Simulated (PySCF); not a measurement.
# Exercise with solution: oscillator strength and radiative lifetime

Si(F)(SiH3) (FH3Si2), SMILES F[Si][SiH3] (connectivity only; charge and spin as stated), neutral, multiplicity 1.

Coordinates come from a B3LYP-D3(BJ)/def2-TZVP optimisation.

TDA-PBE0/def2-SVPD run with PySCF puts the first singlet state with f over 0.02 at 4.80 eV (vertical), with the transition dipole (0.033, -0.651, 0.000) in atomic units.

**Question.** Find the oscillator strength, the wavelength and the radiative lifetime that this transition would have in vacuum if emission retraced absorption.

**Answer.** 
|μ|² = 0.4249 au, so |μ| = 1.66 D. ΔE = 4.80/27.211 = 0.1764 hartree. f = (2/3) ΔE |μ|² = 0.050 (the program prints 0.050).
λ = 1239.84/4.80 = 258 nm; ν = 38715 cm⁻¹.
Einstein's coefficient A = 0.6670 ν² f s⁻¹ (ν in cm⁻¹) = 5.0e7 s⁻¹, so τ = 1/A = 20 ns. This state is S2; the lower singlet has f = 0.005. The figure is the radiative limit of this one transition; relaxation, internal conversion, crossing to triplets and a medium change what is measured.
